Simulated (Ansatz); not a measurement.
Total energies of `O=C1CCCCO1`.

```tsv
atom	x (Å)	y (Å)	z (Å)
O1	1.900	2.074	0.515
C2	1.074	1.251	0.241
C3	1.186	-0.185	0.701
C4	-0.094	-1.000	0.637
C5	-0.787	-0.714	-0.680
C6	-1.087	0.761	-0.764
O7	0.056	1.597	-0.567
H8	1.625	-0.162	1.699
H9	1.944	-0.630	0.045
H10	0.130	-2.063	0.752
H11	-0.758	-0.726	1.464
H12	-0.149	-1.015	-1.518
H13	-1.726	-1.266	-0.772
H14	-1.478	1.042	-1.743
H15	-1.834	1.037	-0.011
```

Charge 0, multiplicity 1. Geometry: relaxed with PBE0-D4/def2-TZVP. Basis def2-TZVPP, the Gaussian-basis code of Ansatz.

RPA on PBE orbitals: Hartree–Fock energy of these orbitals -343.79404 Eh, correlation -2.05593 Eh (frozen core).

| functional | energy without D4 (Eh) | D4 term (kJ/mol) |
| --- | --- | --- |
| LDA (SPW92) | -343.06377 | – |
| PBE | -345.52508 | -32.5 |
| BLYP | -345.81856 | -72.8 |
| r2SCAN | -345.75355 | -8.4 |
| B97M-V | -345.90587 | – |
| PBE0 | -345.54933 | -27.3 |
| B3LYP | -345.94734 | -51.7 |
| HSE06 (plane-wave form) | -345.53110 | -25.1 |
| BHLYP | -345.74440 | -35.4 |
| CAM-B3LYP | -345.78646 | -27.2 |
| ωB97X-V | -345.84330 | – |
| ωB97M-V | -345.81007 | – |
| B2PLYP | -345.66605 | – |
| PBE-QIDH | -345.49905 | – |

Q: Give the same for revPBE, r2SCANh, r2SCAN0, LC-ωPBE. (Estimate.)

A: The calculation gave: 
```json
{"functional": "revPBE", "energy without D4 (Eh)": "-345.83518", "D4 term (kJ/mol)": "-111.9"}
{"functional": "r2SCANh", "energy without D4 (Eh)": "-345.73604", "D4 term (kJ/mol)": "-8.8"}
{"functional": "r2SCAN0", "energy without D4 (Eh)": "-345.71147", "D4 term (kJ/mol)": "-9.6"}
{"functional": "LC-ωPBE", "energy without D4 (Eh)": "-345.73181", "D4 term (kJ/mol)": "–"}
```

B3LYP takes the VWN-RPA correlation (the form of Gaussian; ORCA's B3LYP/G). HSE06 is the plane-wave form, built on full-range PBE exchange. The double hybrids freeze the cores in their second-order part.

LC-ωPBE has ω = 0.4 bohr⁻¹.
